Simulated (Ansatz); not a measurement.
One change: `BC(B)=C` becomes `BC(=C)CC`.

Ansatz, PBE0-D4/def2-TZVP geometries, multiplicity 1. Each molecule was computed in one conformer, which needn't be the lowest.

```csv
property,`BC(B)=C`
HOMO–LUMO gap (B3LYP/def2-TZVPP) / eV,5.63
size of the dipole moment (B3LYP/def2-TZVPP) / D,1.63
LUMO energy (PBE/def2-TZVPP) / eV,-3.66
HOMO energy (ωB97M-V/def2-TZVPP) / eV,-10.91
HOMO–LUMO gap (PBE/def2-TZVPP) / eV,3.61
LUMO energy (ωB97M-V/def2-TZVPP) / eV,-0.54
```

Task: Give the same properties after the change, and the shifts. (Best estimate.)

Result: Computed: 
```json
{"property": "HOMO–LUMO gap (B3LYP/def2-TZVPP) / eV", "`BC(=C)CC`": "5.57", "shift": "-0.06"}
{"property": "size of the dipole moment (B3LYP/def2-TZVPP) / D", "`BC(=C)CC`": "1.18", "shift": "-0.45"}
{"property": "LUMO energy (PBE/def2-TZVPP) / eV", "`BC(=C)CC`": "-2.93", "shift": "0.73"}
{"property": "HOMO energy (ωB97M-V/def2-TZVPP) / eV", "`BC(=C)CC`": "-10.13", "shift": "0.78"}
{"property": "HOMO–LUMO gap (PBE/def2-TZVPP) / eV", "`BC(=C)CC`": "3.98", "shift": "0.37"}
{"property": "LUMO energy (ωB97M-V/def2-TZVPP) / eV", "`BC(=C)CC`": "0.06", "shift": "0.60"}
```

Dipoles are sizes alone; their direction can turn.

B3LYP here is the variant with VWN-RPA as its local correlation; programs differ in this.
